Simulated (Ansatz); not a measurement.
`F[SiH](F)N[SiH3]` → `F[Si]F` + `N[SiH3]`  (silylene formation by 1,1-elimination)

Calculated with Ansatz (gas phase, PBE0-D4/def2-TZVP geometries, no zero-point term in ΔE). CBS: MP2 limit from def2 TZ/QZ plus the TZ coupled-cluster correction, frozen cores. This one scheme is used for every species. Functionals use def2-TZVPP. B3LYP here is the variant with VWN-RPA as its local correlation; programs differ in this. One conformer a species, not always the lowest.

(1) Is it downhill or uphill in electronic energy at CCSD(T)/CBS, and by how much? (An estimate is asked.)

(2) What do these levels give: PBE0-D4, B3LYP-D4, PBE, SCS-MP2/def2-TZVPP, MP2/def2-QZVPP, HF/CBS(def2)? (An estimate is asked.)

Largest T1 diagnostic among the species: 0.015.

Results:

(1) Computed: Uphill: ΔE = +55.5 kcal/mol.

(2) Computed: PBE0-D4 55.6, B3LYP-D4 52.4, PBE 48.2, SCS-MP2/def2-TZVPP 56.2, MP2/def2-QZVPP 58.4, HF/CBS(def2) 56.8 kcal/mol.

The D4 term adds +3.6 kcal/mol with B3LYP and +2.0 kcal/mol with PBE0; it sums over pairs of atoms, weighted by their polarisabilities, and B3LYP, whose exchange is more repulsive, gets the larger term. From PBE to PBE0 (25 % exact exchange), in def2-TZVPP and without D4, ΔE moves by +5.4 kcal/mol.
